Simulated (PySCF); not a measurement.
PySCF job for diboron tetrachloride cation (B2Cl4), SMILES ClB(Cl)B(Cl)Cl (connectivity only; charge and spin as stated), charge +1, multiplicity 2, PBE0-D3(BJ)/def2-SVP. Coordinates come from a PBE0-D3(BJ)/def2-SVP optimisation. The multiplicity is an assumed one; no other spin state was optimised. One conformer was computed; it need not be the lowest.

```python
import numpy as np
from pyscf import gto, scf, dft, df
from pyscf.hessian import thermo

mol = gto.M(
    atom='''
    Cl    1.10653837   -1.10653836   -1.56264816
    B     0.00000000    0.00000001   -0.93261134
    Cl   -1.10653835    1.10653836   -1.56264818
    B    -0.00000000   -0.00000001    0.93261134
    Cl    1.10653835    1.10653836    1.56264818
    Cl   -1.10653837   -1.10653836    1.56264816
    ''',
    basis='def2-SVP',
    charge=1,
    spin=1,
    max_memory=1600,
    verbose=3,
)
mf = dft.UKS(mol, xc='pbe0').density_fit(auxbasis='def2-universal-jkfit')
mf.disp = 'd3bj'
mf.grids.level = 3
mf.conv_tol = 1e-11
mf.max_cycle = 100
mf.kernel()
fine, coarse = mf.grids, dft.Grids(mol).set(level=1).build(with_non0tab=True)
for _ in range(3):  # follow internal instabilities
    mf.grids = coarse
    mo, _, stable, _ = mf.stability(return_status=True, nroots=4)
    mf.grids = fine
    if stable:
        break
    mf.kernel(mf.make_rdm1(mo, mf.mo_occ))

# analytic Hessian; the response equations are solved on a coarser grid
h, args, fine = mf.Hessian(), (mf.mo_energy, mf.mo_coeff, mf.mo_occ), mf.grids
h.max_memory = max(150, 2.5e-5 * df.make_auxmol(mol, mf.with_df.auxbasis).nao * mol.nelec[0] * (mol.nelec[0] + mol.nao))  # MB; small integral blocks
h1ao = h.make_h1(mf.mo_coeff, mf.mo_occ)
mf.grids = dft.Grids(mol).set(level=1).build(with_non0tab=True)
mo1, mo_e1 = h.solve_mo1(*args, h1ao)
mf.grids = fine
hess = h.hess_elec(*args, mo1, mo_e1, h1ao) + h.hess_nuc()
if mf.do_disp():
    hess += h.get_dispersion()
for i in range(mol.natm):  # the analytic DFT Hessian lacks the response of the grid: restore translational invariance
    hess[i, i] -= hess[i].sum(axis=0)
hess = (hess + hess.transpose(1, 0, 3, 2)) / 2
vib = thermo.harmonic_analysis(mol, hess, imaginary_freq=False)
thermo.dump_normal_mode(mol, vib)
th = thermo.thermo(mf, vib['freq_au'][vib['freq_au'] > 0], 298.15, 101325)
thermo.dump_thermo(mol, th)
g0 = mf.nuc_grad_method().set(verbose=0).kernel()

# dipole derivatives [dipole axis, atom, xyz] from the same response
r, irp = mol.intor('int1e_r'), mol.intor('int1e_irp').reshape(3, 3, mol.nao, mol.nao)
sl, dm0, ok = mol.aoslice_by_atom(), np.array(mf.make_rdm1()), []
dmu = np.einsum('a,xt->xat', mol.atom_charges(), np.eye(3))
for a, (_, _, p0, p1) in enumerate(sl):
    dmu[:, a] += 2 * np.einsum('xtij,ij->xt', irp[:, :, :, p0:p1], dm0.reshape(-1, mol.nao, mol.nao).sum(0)[:, p0:p1])
    for u, c, occ, f in zip(mo1, mf.mo_coeff, mf.mo_occ, (2, 2)):
        dmu[:, a] -= f * np.einsum('tui,xuv,vi->xt', u[a], r, c[:, occ > 0], optimize=True)
L = vib['norm_mode']
ir = 974.8801 * (np.einsum('xat,kat->kx', dmu, L) ** 2).sum(1)       # km/mol
apt = np.einsum('xax->a', dmu) / 3
print('mode   freq/cm-1   IR/(km/mol)')
for k, w in enumerate(vib['freq_wavenumber']):
    print(f'{k + 1:4d} {w:11.2f} {ir[k]:13.3f}')
print('max |gradient| / (hartree/bohr):', abs(g0).max())
print('APT charges:', apt.round(4))
```

Output:

```

WARN: HOMO -0.260402552494231 >= LUMO -0.260402552494233

converged SCF energy = -1889.02626608254  <S^2> = 0.75282751  2S+1 = 2.0028255
<class 'pyscf.df.df_jk.DFUKS'> wavefunction is stable in the internal stability analysis

WARN: DFTD3 does not support analytical Hessian, using finite difference


WARN: Mole.unit (angstrom) is changed to Bohr

Mode                                 0                   1                   2
Irrep
Freq [cm^-1]                       43.1896             91.7513             91.7514
Reduced mass [au]                  35.4500             30.5852             30.5853
Force const [Dyne/A]                0.0390              0.1517              0.1517
Char temp [K]                      62.1402            132.0097            132.0099
Normal mode                   x     y     z       x     y     z       x     y     z
       0  Cl                -0.06 -0.06 -0.00   -0.03  0.02  0.09   -0.03 -0.04 -0.01
       1   B                 0.00  0.00  0.00   -0.06  0.06  0.00    0.01 -0.00 -0.00
       2  Cl                 0.06  0.06  0.00   -0.03  0.02 -0.09   -0.03 -0.04  0.01
       3   B                 0.00  0.00  0.00    0.00  0.01  0.00    0.06  0.06 -0.00
       4  Cl                -0.06  0.06  0.00    0.04 -0.03  0.01    0.02  0.03  0.09
       5  Cl                 0.06 -0.06 -0.00    0.04 -0.03 -0.01    0.02  0.03 -0.09
Mode                                 3                   4                   5
Irrep
Freq [cm^-1]                      148.9187            290.4392            381.9643
Reduced mass [au]                  34.6171             21.3855             11.4438
Force const [Dyne/A]                0.4523              1.0629              0.9837
Char temp [K]                     214.2608            417.8774            549.5616
Normal mode                   x     y     z       x     y     z       x     y     z
       0  Cl                -0.02  0.02 -0.08    0.05 -0.05  0.02   -0.02 -0.02  0.00
       1   B                 0.00 -0.00 -0.02   -0.00 -0.00 -0.12    0.21  0.21 -0.00
       2  Cl                 0.02 -0.02 -0.08   -0.05  0.05  0.02   -0.02 -0.02 -0.00
       3   B                 0.00 -0.00  0.02   -0.00  0.00 -0.12   -0.01 -0.02  0.00
       4  Cl                -0.02 -0.02  0.08   -0.05 -0.05  0.02   -0.01 -0.01 -0.01
       5  Cl                 0.02  0.02  0.08    0.05  0.05  0.02   -0.01 -0.01  0.01
Mode                                 6                   7                   8
Irrep
Freq [cm^-1]                      381.9657            412.1122            703.6068
Reduced mass [au]                  11.4438             26.2593             15.2792
Force const [Dyne/A]                0.9837              2.6276              4.4567
Char temp [K]                     549.5636            592.9376           1012.3335
Normal mode                   x     y     z       x     y     z       x     y     z
       0  Cl                 0.01 -0.01 -0.01    0.05 -0.05 -0.02    0.03 -0.03 -0.02
       1   B                 0.02 -0.01  0.00   -0.00 -0.00 -0.08    0.00 -0.00  0.16
       2  Cl                 0.01 -0.01  0.01   -0.05  0.05 -0.02   -0.03  0.03 -0.02
       3   B                -0.21  0.21 -0.00   -0.00  0.00  0.08    0.00 -0.00  0.16
       4  Cl                 0.02 -0.02 -0.00    0.05  0.05  0.02   -0.03 -0.03 -0.02
       5  Cl                 0.02 -0.02  0.00   -0.05 -0.05  0.02    0.03  0.03 -0.02
Mode                                 9                  10                  11
Irrep
Freq [cm^-1]                      818.1241           1155.1073           1155.1075
Reduced mass [au]                  12.2018             12.1370             12.1370
Force const [Dyne/A]                4.8118              9.5413              9.5413
Char temp [K]                    1177.0984           1661.9422           1661.9425
Normal mode                   x     y     z       x     y     z       x     y     z
       0  Cl                -0.02  0.02  0.02    0.00 -0.00 -0.00    0.03 -0.03 -0.02
       1   B                 0.00 -0.00 -0.20    0.00  0.00  0.00   -0.20  0.20  0.00
       2  Cl                 0.02 -0.02  0.02    0.00 -0.00  0.00    0.03 -0.03  0.02
       3   B                 0.00 -0.00  0.20    0.20  0.20 -0.00   -0.00  0.00  0.00
       4  Cl                -0.02 -0.02 -0.02   -0.03 -0.03 -0.02    0.00  0.00  0.00
       5  Cl                 0.02  0.02 -0.02   -0.03 -0.03  0.02    0.00  0.00 -0.00
temperature 298.1500 [K]
pressure 101325.00 [Pa]
Rotational constants [GHz] 1.45539 0.93817 0.93817
Symmetry number 4
Zero-point energy (ZPE) 0.01293 [Eh]   33938.284 [J/mol]
                           tot       elec      trans        rot        vib
Entropy [J/mol/K]       375.713      5.763    172.306    113.606     84.038
Cv [J/mol/K]             91.312      0.000     12.472     12.472     66.369
Cp [J/mol/K]             99.627      0.000     20.786     12.472     66.369
Internal energy [J/mol]                      3718.434   3718.434  46028.108
Internal energy [Eh]   -1889.00590  -1889.02627
Enthalpy [J/mol]                             6197.391   3718.434  46028.108
Enthalpy [Eh]          -1889.00496
Gibbs free energy [J/mol]                  -45175.521 -30153.330  20972.143
Gibbs free energy [Eh] -1889.04762
mode   freq/cm-1   IR/(km/mol)
   1       43.19         0.000
   2       91.75         0.397
   3       91.75         0.397
   4      148.92         0.000
   5      290.44        34.809
   6      381.96        10.704
   7      381.97        10.704
   8      412.11         0.000
   9      703.61       181.838
  10      818.12         0.000
  11     1155.11       276.501
  12     1155.11       276.500
max |gradient| / (hartree/bohr): 5.407877447990864e-06
APT charges: [-0.2752  1.0505 -0.2752  1.0505 -0.2752 -0.2752]
```

The run converged.

Cost: around 2.2 core-minutes (rough).
